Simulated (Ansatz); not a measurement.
Ansatz (a program for electronic structure) input file for InF, SMILES [F][In] (connectivity only; charge and spin as stated), neutral, multiplicity 1, PBE-D3(BJ)/def2-TZVP. 

Ansatz 0.2 input:
```yaml
crystal:
  periodic: [false, false, false]
  atoms:
    - {symbol: In, position_ang: [0.00000000, 0.00000000, -0.31203780]}
    - {symbol: F, position_ang: [0.00000000, 0.00000000, 1.69887248]}
basis:
  gaussian:
    orbitals: def2-TZVP
hamiltonian:
  xc: pbe
  dispersion: d3bj
relax: {f_tol: 0.002, max_steps: 200}
```

Program output:

```
WARN ansatz: RAYON_NUM_THREADS=1 ignored (pool sized by the plan → 1); use --threads N
Functional definition: PBE
integrals: 0.02 GiB planned
544 factors; their error is unknown
mean field: 0.15 GiB planned
mean field evaluation 1: about -7887.3838 eV, gradient 4.9e1 eV
mean field evaluation 2: about -7684.4893 eV, gradient 2.5e2 eV
mean field evaluation 4: about -7891.1619 eV, gradient 7.9e0 eV
mean field evaluation 8: about -7891.2801 eV, gradient 1.5e-1 eV
mean field evaluation 16: about -7891.2780 eV, gradient 1.6e-5 eV
mean field -7891.27799949 eV, -289.9991175808 hartree, gradient 1.6e-5 eV, S^2 0.000000; 0 other end points of the search recorded, 0 dependent functions left out
the calculation of the forces begins
reference -7891.27803854 eV, -289.9991190161 hartree; 15, 15 occupied and 66, 66 virtual orbitals, 544 factors
relax step   1: F+E_penalty+E_count = -7891.29213500 eV  Δ(F+E_penalty+E_count) = +0.000e0 eV  max|allowed force component| = 1.458e-1 eV/Å  Δτ_max = 0.0000 Å  (27 SCF iters, accepted)
these checks for a lower state are left out or cut short: starts, cluster_reference, orbital_swaps, neighbouring_geometries, increment
integrals: 0.02 GiB planned
544 factors; their error is unknown
mean field: 0.15 GiB planned
mean field -7891.27865278 eV, -289.9991415889 hartree, gradient 1.9e-5 eV, S^2 0.000000; 0 other end points of the search recorded, 0 dependent functions left out
the calculation of the forces begins
reference -7891.27869194 eV, -289.9991430279 hartree; 15, 15 occupied and 66, 66 virtual orbitals, 544 factors
relax step   2: F+E_penalty+E_count = -7891.29278537 eV  Δ(F+E_penalty+E_count) = -6.504e-4 eV  max|allowed force component| = 2.943e-2 eV/Å  Δτ_max = 0.0037 Å  (29 SCF iters, accepted)
these checks for a lower state are left out or cut short: starts, cluster_reference, orbital_swaps, neighbouring_geometries, increment
integrals: 0.02 GiB planned
544 factors; their error is unknown
mean field: 0.15 GiB planned
mean field evaluation 32: about -7891.2787 eV, gradient 1.9e-5 eV
mean field -7891.27868189 eV, -289.9991426585 hartree, gradient 1.9e-5 eV, S^2 0.000000; 0 other end points of the search recorded, 0 dependent functions left out
the calculation of the forces begins
reference -7891.27872107 eV, -289.9991440985 hartree; 15, 15 occupied and 66, 66 virtual orbitals, 544 factors
relax step   3: F+E_penalty+E_count = -7891.29281372 eV  Δ(F+E_penalty+E_count) = -2.835e-5 eV  max|allowed force component| = 2.415e-4 eV/Å  Δτ_max = 0.0010 Å  (30 SCF iters, accepted)
integrals: 0.02 GiB planned
544 factors; their error is unknown
mean field: 0.15 GiB planned
mean field -7891.27868189 eV, -289.9991426585 hartree, gradient 1.8e-5 eV, S^2 0.000000; 1 other end points of the search recorded, 0 dependent functions left out
the calculation of the forces begins
reference -7891.27872107 eV, -289.9991440985 hartree; 15, 15 occupied and 66, 66 virtual orbitals, 544 factors
Total energy: -7891.29285290 eV, -289.9996634337 hartree
Atom 0 at     0.000000    -0.000000    -0.316722 Å, force    -0.000000     0.000000    -0.000241 eV/Å
Atom 1 at    -0.000000     0.000000     1.703556 Å, force     0.000000    -0.000000     0.000241 eV/Å
Dipole moment:     0.000000    -0.000000    -0.663650 e Å
```

Self-consistency was reached.
